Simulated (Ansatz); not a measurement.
C₃H₄FGa, SMILES `FCC#[C][GaH2]` at its PBE0-D4/def2-TZVP geometry, where that method's forces vanish. The species carries charge 0 and has multiplicity 1.

| atom | x (Å) | y (Å) | z (Å) |
| --- | --- | --- | --- |
| F1 | -2.190 | -1.583 | -0.806 |
| C2 | -1.240 | -0.759 | -1.377 |
| C3 | -0.339 | -0.207 | -0.386 |
| C4 | 0.426 | 0.268 | 0.425 |
| Ga5 | 1.623 | 1.006 | 1.722 |
| H6 | -0.679 | -1.347 | -2.111 |
| H7 | -1.763 | 0.046 | -1.903 |
| H8 | 2.749 | 1.960 | 1.217 |
| H9 | 1.413 | 0.617 | 3.218 |

(1) For each bond, give half the difference of the two atoms' forces along it (eV/Å; positive pushes the atoms apart) under PBE-D4, r2SCAN-D4, B3LYP-D4, ωB97M-V in def2-TZVPP. (An estimate is asked.)

## Answers

(1) Ansatz gave: 
```
  bond  length (Å)  PBE-D4  r2SCAN-D4  B3LYP-D4  ωB97M-V
 F1–C2       1.381    0.61       0.40      0.44     0.21
 C2–C3       1.448   -0.69      -0.34      0.03     0.49
 C2–H6       1.095    0.12      -0.04     -0.13    -0.20
 C2–H7       1.095    0.12      -0.04     -0.12    -0.20
 C3–C4       1.213    1.08       0.52     -0.14    -0.56
C4–Ga5       1.913   -0.56      -0.28      0.14     0.34
Ga5–H8       1.560    0.04      -0.07     -0.04    -0.12
Ga5–H9       1.559    0.04      -0.07     -0.04    -0.12
```

B3LYP here is the variant with VWN-RPA as its local correlation; programs differ in this.
